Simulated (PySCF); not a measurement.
## C₆ coefficients of unlike pairs at PBE

Calculated with PySCF 2.14 from the dipole response of each species, C₆(A,B) = (3/π) ∫ α_A(iu) α_B(iu) du, in atomic units, from isotropic polarisabilities. For ions this is the dispersion term alone; charge-induced terms of lower order in 1/R come first.

```
species           configuration                                                                            basis     relativity  α (bohr³)  C₆ (like pair)
    V³⁺           [Ar] 3d2 (3F)                                                         def2-TZVPPD (6s6p4d2f1g)           none      2.230           5.644
     Nb       [Kr] 4d4 5s1 (6D)                                                  aug-cc-pwCVTZ-DK (11s10p8d4f3g)  spin-free X2C      91.56            1022
   Al²⁺           [Ne] 3s1 (2S)  aug-cc-pCVTZ-DK with one added diffuse shell each of s, p, d, f type (9s8p6d4f)  spin-free X2C      13.41           35.73
     Ge  [Ar] 3d10 4s2 4p2 (3P)        x2c-TZVPPall with one added diffuse shell each of s, p, d type (7s6p5d1f)  spin-free X2C      45.60           399.4
```

Estimate C₆ for Nb with V³⁺.

The integral gives 52.31. The combination rule 2 C_A C_B / (C_A α_B/α_A + C_B α_A/α_B) gives 44.94 and the geometric mean 75.94.

No spin-orbit coupling is included.

The other pairs:

```json
{"pair": "Ge, Nb", "C₆": "629.0"}
{"pair": "Al²⁺, Nb", "C₆": "188.0"}
{"pair": "Ge, V³⁺", "C₆": "35.08"}
{"pair": "Al²⁺, V³⁺", "C₆": "10.48"}
{"pair": "Ge, Al²⁺", "C₆": "119.3"}
```
